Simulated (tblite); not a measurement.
Compound: C₄H₈O₃SSi.
Cartesian coordinates in Å at the GFN2-xTB level; atoms count from 1:
```xyz
17
C4H8O3SSi angstrom
C      2.6090   -0.1932    1.2894
C      2.0353   -0.2673    0.2353
Si     1.2040   -0.4149   -1.4157
O     -0.4036   -0.7660   -1.3185
C     -1.4556    0.0720   -1.1538
S     -1.0010    1.3803    0.0388
C     -0.8664    0.5349    1.6338
O      0.2979    1.8598   -0.3564
O     -2.0638    2.3450    0.1157
H      3.1077   -0.1172    2.2134
H      1.5487   -1.7443   -1.9254
H      1.5408    0.6712   -2.3215
H     -2.3216   -0.4560   -0.7497
H     -1.7292    0.5976   -2.0745
H     -0.2787   -0.3618    1.4853
H     -0.3613    1.2045    2.3182
H     -1.8694    0.3168    1.9757
```

All values are computed: GFN2-xTB (tblite) harmonic vibrations without scaling, gas phase. Errors from tens to a few hundred cm⁻¹ against measured bands are possible. Modes of hydrogen on silicon can be 10 to 20 % off. One conformer, not necessarily the lowest.

Harmonic wavenumbers (cm⁻¹): 56.8, 76.8, 97.3, 109.4, 121.8, 156.4, 218.3, 231.9, 247.9, 281.0, 317.1, 374.0, 417.6, 488.2, 530.3, 603.0, 647.1, 654.0, 677.4, 683.9, 724.6, 737.8, 776.0, 792.1, 823.7, 860.5, 880.9, 1101.8, 1157.5, 1178.2, 1212.0, 1250.9, 1266.5, 1407.6, 1427.7, 1437.6, 2209.7, 2250.7, 2329.6, 2915.0, 2953.5, 3063.5, 3081.6, 3089.7, 3350.1.

A = 1868, B = 1022, C = 812.0 MHz; mass 163.996 u (most abundant isotopes); point group C1, symmetry number 1.

Zero-point energy?

Half the sum of the wavenumbers: 24634 cm⁻¹ = 70.43 kcal/mol.

Give the ideal-gas entropy at 350 K and 1 bar in the rigid-rotor, harmonic-oscillator model (classical rotation).

Translation 42.02, rotation 30.20, vibration 42.54: S = 114.8 cal/(mol K).

And Cp and H(350 K) − H(0)?

Cp = 49.23 cal/(mol K), of which vibrations give 41.28 (their classical limit is 45 R = 89.4); H(350 K) − H(0) = 10.56 kcal/mol without the zero-point energy, 7.78 from vibrations.

How do the functions run with temperature in this model?

```json
{"T (K)": "150", "S (cal/(mol K))": "82.7", "Cp (cal/(mol K))": "28.2", "H − H(0) (kcal/mol)": "2.70", "G − H(0) (kcal/mol)": "-9.71", "ln q(vib)": "3.61"}
{"T (K)": "250", "S (cal/(mol K))": "99.8", "Cp (cal/(mol K))": "39.6", "H − H(0) (kcal/mol)": "6.10", "G − H(0) (kcal/mol)": "-18.86", "ln q(vib)": "6.96"}
{"T (K)": "298.15", "S (cal/(mol K))": "107.2", "Cp (cal/(mol K))": "44.5", "H − H(0) (kcal/mol)": "8.13", "G − H(0) (kcal/mol)": "-23.84", "ln q(vib)": "8.55"}
{"T (K)": "400", "S (cal/(mol K))": "121.6", "Cp (cal/(mol K))": "53.2", "H − H(0) (kcal/mol)": "13.13", "G − H(0) (kcal/mol)": "-35.51", "ln q(vib)": "11.80"}
{"T (K)": "600", "S (cal/(mol K))": "145.6", "Cp (cal/(mol K))": "65.0", "H − H(0) (kcal/mol)": "25.04", "G − H(0) (kcal/mol)": "-62.31", "ln q(vib)": "17.77"}
{"T (K)": "900", "S (cal/(mol K))": "174.2", "Cp (cal/(mol K))": "75.7", "H − H(0) (kcal/mol)": "46.28", "G − H(0) (kcal/mol)": "-110.46", "ln q(vib)": "25.64"}
```

q(vib) and H(0) count from the zero-point level.

What must be added to the electronic energy to get the Gibbs energy at 350 K and 1 bar?

ZPE + [H(350 K) − H(0)] − T·S = 70.43 + 10.56 − 40.16 = 40.83 kcal/mol.

Blend soft modes into free rotors: weight 1/[1 + (100 cm⁻¹/ν̃)⁴] for the oscillator and the rest for a rotor with moment μB/(μ + B), μ = h/(8π²ν), B = 10⁻⁴⁴ kg m². What vibrational entropy results?

39.72 cal/(mol K) in place of 42.54, which changes −T·S at 350 K by +0.99 kcal/mol.

Hindered rotation and anharmonicity are outside this model. Other conformers, if any are populated, would add a mixing term that is left out. The structure is chiral; the term R ln 2 for an equal mix with its mirror image is left out.

Time: 0.64 s of wall time. Hardware: one thread, Arm Neoverse V2 (aarch64), shared host with 96 logical CPUs at a one-minute load of 41. The figure is for the frequency step alone.
